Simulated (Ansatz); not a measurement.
`[NH2][SbH][NH2]` + `CC[Si]S` → `[NH2][SbH][SH]` + `CC[Si]N`  (redistribution)

Calculated with Ansatz (gas phase, PBE0-D4/def2-TZVP geometries, no zero-point term in ΔE). CBS: MP2 limit from def2 TZ/QZ plus the TZ coupled-cluster correction, frozen cores. This one scheme is used for every species. DFT in def2-TZVPP. HSE06 is defined as in plane-wave codes. def2 core potentials past Kr. For Sb outer-core shells are correlated without core-valence functions, which leaves a few kJ/mol of doubt a bond. Each species was taken in one conformer, which may not be the lowest.

| species | HSE06 energy (Eh) |
| --- | --- |
| `[NH2][SbH][NH2]` | -352.68268 |
| `CC[Si]S` | -767.17120 |
| `[NH2][SbH][SH]` | -695.45244 |
| `CC[Si]N` | -424.42860 |

Problem. Work out ΔE.

Solution. ΔE = (-695.45244) + (-424.42860) − (-352.68268) − (-767.17120) = -0.02716 Eh = -17.0 kcal/mol. CCSD(T)/CBS gives -17.0 kcal/mol.

Largest T1 diagnostic among the species: 0.014.

In def2-TZVPP, CCSD(T) changes the Hartree–Fock value by +1.9 kcal/mol (the triples alone add +0.4 kcal/mol) and MP2 by +1.3 kcal/mol. At CCSD(T), def2-SVP lies −1.4 kcal/mol from the extrapolated value and def2-TZVPP +0.7 kcal/mol. From BLYP to BHLYP (50 % exact exchange), in def2-TZVPP and without D4, ΔE moves by −1.6 kcal/mol.
